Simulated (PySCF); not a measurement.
# Dipole moment and polarisability of `N#C[BH2-][P+](F)(F)F`

CH2BF3NP.
Geometry (PBE0-D3(BJ)/def2-SVP, Å), atoms numbered from 1 in this order:
```xyz
9
CH2BF3NP angstrom
N      2.5837   -1.0843    0.6171
C      1.7582   -0.3674    0.2319
B      0.6417    0.5885   -0.2865
P     -1.0193   -0.1825    0.0664
F     -1.4566   -0.4074    1.5499
F     -2.2196    0.6618   -0.4695
F     -1.3379   -1.5840   -0.5461
H      0.5722    0.7077   -1.4970
H      0.5355    1.6502    0.2999
```

Level: CAM-B3LYP/def2-SVPD (PySCF), static field, nuclei fixed, core orbitals frozen in the response. The polarisability tensor in these axes (au):

```
x   64.42 -4.50  2.69
y   -4.50 52.92 -3.48
z    2.69 -3.48 48.23
```

Question: What are the eigenvalues, a third of the trace, and Δα (Δα² = ½Σ(αi − αj)² over the three pairs)?

Answer: Principal values 46.37, 52.48 and 66.72 au; mean 55.19 au = 8.18 Å³ = 9.10 × 10⁻⁴⁰ C²·m²/J; Δα = 18.09 au (33 % of the mean).

Question: What is the dipole moment, and where does it point?

Answer: (-4.35, 1.43, -0.83) D, 4.65 D in size, pointing from the negative to the positive side. Measured along this direction, the outermost atoms are N1 at the negative end and F6 at the positive end.

Question: Form Σ f/ω² (atomic units) for the 10 lowest TDDFT singlets, given as eV and f, and set it beside the mean polarisability, which is this sum over all singlets: 6.83, 0.0011; 7.25, 0.0218; 7.67, 0.0018; 7.80, 0.0001; 7.87, 0.0027; 8.02, 0.0453; 8.08, 0.0221; 8.32, 0.0014; 8.54, 0.0008; 8.69, 0.0342.

Answer: They add up to 1.51 au, 2.7 % of the 55.19 au; the largest single term is 0.52 au, from the state at 8.02 eV. Terms in order: 0.02, 0.31, 0.02, 0.00, 0.03, 0.52, 0.25, 0.01, 0.01, 0.34 au. Higher excitations give the rest. The strengths listed sum to 0.131.

Question: Find the Langevin capture rate constant for NH4+ (18.034 u) meeting this molecule (126.997 u), k = 2.342 × 10⁻⁹ cm³/s × √(α in Å³ / reduced mass in u).

Answer: The reduced mass is 15.79 u, so k = 1.69 × 10⁻⁹ cm³/s. The formula leaves out the permanent dipole, which adds to the capture rate.

Question: Estimate the molar refractivity from the static electronic polarisability.

Answer: Lorentz–Lorenz: R = (4π/3)N_A α = 2.5225 cm³/(mol·Å³) × 8.18 Å³ = 20.6 cm³/mol, in the limit of long wavelengths.

Question: Give the principal axes and the span of the nuclei along them.

Answer: Largest value along (0.92, -0.35, 0.20), where the nuclei span 5.22 Å; middle along (0.40, 0.82, -0.41), 3.04 Å; least along (-0.02, 0.46, 0.89), 2.40 Å. The response follows the extents in order.

Geometry: PBE0-D3(BJ)/def2-SVP; no solvent, vibrations or thermal averaging.
